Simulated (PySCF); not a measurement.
# Ionisation energy of K by level of theory

K [Ar] 4s1 (2S) → K+ [Ar] (1S), as a difference of total energies. Computed with PySCF 2.14 in Sapporo-DKH3-DZP-2012, with the spin-free X2C one-electron Hamiltonian (Gaussian nucleus). The calculations carry no spin-orbit coupling.

```tsv
method	ionisation energy (eV)	error (eV)
UHF	4.023	-0.318
PBE0	4.390	+0.049
PBE	4.461	+0.120
```

Reference: 4.341 eV (measured; NIST Atomic Spectra Database, ionization energies).
